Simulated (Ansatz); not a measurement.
Gas-phase electronic energies from Ansatz, PBE0-D4/def2-TZVP geometries. CCSD(T)/CBS is the MP2 limit (def2-TZVPP, def2-QZVPP) plus CCSD(T) − MP2 in def2-TZVPP, frozen cores. This one scheme is used for every species. DFT in def2-TZVPP. Each species was taken in one conformer, which may not be the lowest.

Reaction (ligand exchange at the Si–F bond): `CS[SiH](F)Cl` + HCl → `CS[SiH](Cl)Cl` + H–F

`CS[SiH](F)Cl`:

Z-matrix (Å, degrees):
```
C
S 1 1.819
H 1 1.089 2 110.7
H 1 1.089 2 106.1 3 118.5
H 1 1.089 2 110.9 3 -122.9
Si 2 2.095 1 100.5 3 59.6
Cl 6 2.044 2 112.0 1 -53.0
F 6 1.592 2 111.7 1 64.6
H 6 1.473 2 108.8 1 -174.9
```

HCl:

Cartesian coordinates in Å:
```
Cl 0.079 0.448 -0.449
H -0.079 -0.448 0.449
```

`CS[SiH](Cl)Cl`:

Z-matrix (Å, degrees):
```
C
S 1 1.817
H 1 1.089 2 106.2
H 1 1.089 2 110.7 3 118.6
H 1 1.089 2 110.7 3 -118.6
Si 2 2.099 1 100.1 3 179.9
Cl 6 2.048 2 111.8 1 59.6
Cl 6 2.048 2 111.8 1 -59.7
H 6 1.473 2 108.1 1 180.0
```

H–F:

```xyz
2

F     0.102    0.237   -0.380
H    -0.102   -0.237    0.380
```

```json
{"species": "`CS[SiH](F)Cl`", "CAM-B3LYP-D4 energy (Eh)": "-1288.48164"}
{"species": "HCl", "CAM-B3LYP-D4 energy (Eh)": "-460.83237"}
{"species": "`CS[SiH](Cl)Cl`", "CAM-B3LYP-D4 energy (Eh)": "-1648.82681"}
{"species": "H–F", "CAM-B3LYP-D4 energy (Eh)": "-100.46752"}
```

(1) Work out ΔE.

(2) What do rigid-rotor, harmonic-oscillator terms from PBE0-D4/def2-TZVP frequencies (298.15 K, 1 bar) make of the CCSD(T)/CBS value? (Best estimate.)

Largest T1 diagnostic among the species: 0.011.

Answers

(1) ΔE = (-1648.82681) + (-100.46752) − (-1288.48164) − (-460.83237) = 0.01968 Eh = +51.7 kJ/mol. CCSD(T)/CBS gives +40.2 kJ/mol.

(2) Computed: ΔZPE = +3.7 kJ/mol, ΔH = +44.7 kJ/mol, ΔS = -3 J/(mol·K), ΔG = +45.7 kJ/mol.

The D4 term adds −8.1 kJ/mol with B3LYP and −4.4 kJ/mol with PBE0; it sums over pairs of atoms, weighted by their polarisabilities, and B3LYP, whose exchange is more repulsive, gets the larger term. At CCSD(T), def2-SVP lies +4.1 kJ/mol from the extrapolated value and def2-TZVPP +5.2 kJ/mol. In def2-TZVPP, CCSD(T) changes the Hartree–Fock value by −14.0 kJ/mol (the triples alone add −3.0 kJ/mol) and MP2 by −21.7 kJ/mol.

B3LYP here is the variant with VWN-RPA as its local correlation; programs differ in this.
